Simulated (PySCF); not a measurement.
**Lead: highly charged ions in a basis for the neutral atom**

Pb¹⁶⁺ [Kr] 4d10 4f14 5s2 5p4, Pb¹⁷⁺ [Kr] 4d10 4f14 5s2 5p3. All numbers are calculated (PySCF 2.14, a scalar-relativistic core potential, in def2-TZVP with the def2 core potential (60 electrons) (6s5p3d2f, 50 functions)). No spin-orbit coupling, so a gap to NIST mixes the basis error with missing relativistic terms.

Changed run: basis of the neutral atom used for a highly charged ion. This setting is unsound on purpose.

| species | method | sound run (hartree) | changed run (hartree) | converged |
| --- | --- | --- | --- | --- |
| Pb¹⁶⁺ | UHF | not run | -106.15268 | yes |
| Pb¹⁶⁺ | TPSS | not run | -106.49140 | yes |
| Pb¹⁶⁺ | MN15 | not run | -106.35486 | yes |
| Pb¹⁷⁺ | UHF | not run | -91.78251 | yes |
| Pb¹⁷⁺ | TPSS | not run | -92.05519 | yes |
| Pb¹⁷⁺ | MN15 | not run | -91.89997 | yes |

Ionisation energy of Pb¹⁶⁺:

```tsv
method	changed run (eV)	NIST (eV)
UHF	391.03	401 ± 20
TPSS	392.83	401 ± 20
MN15	393.34	401 ± 20
```

The contracted functions were made for the neutral atom and can be too rigid for a highly charged ion.
